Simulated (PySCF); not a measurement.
**UHF on He (helium, neutral)**

Configuration: 1s2, closed-shell 1S. Calculation: PySCF 2.14, in x2c-TZVPall; the spin-free X2C one-electron Hamiltonian (Gaussian nucleus).

```json
{
  "Total energy": "-2.859993 hartree",
  "One-electron energy": "-3.8862 hartree",
  "Hartree (Coulomb) energy": "2.0525 hartree",
  "Exchange energy": "-1.0262 hartree",
  "⟨S²⟩": "0.0000",
  "⟨L²⟩": "0.000",
  "Sum of ⟨r⟩": "1.852 bohr",
  "Sum of ⟨r²⟩": "2.353 bohr²",
  "Langevin diamagnetic susceptibility": "-1.86 ×10⁻⁶ cm³/mol",
  "Time after the integrals": "0.02 s of wall time on 1 thread of Neoverse-V2 (shared host)"
}
```

| shell | electrons | mean orbital energy (hartree) | rms radius, mean of both spins (bohr) |
| --- | --- | --- | --- |
| 1s | 2 | -0.91688 | 1.08 |
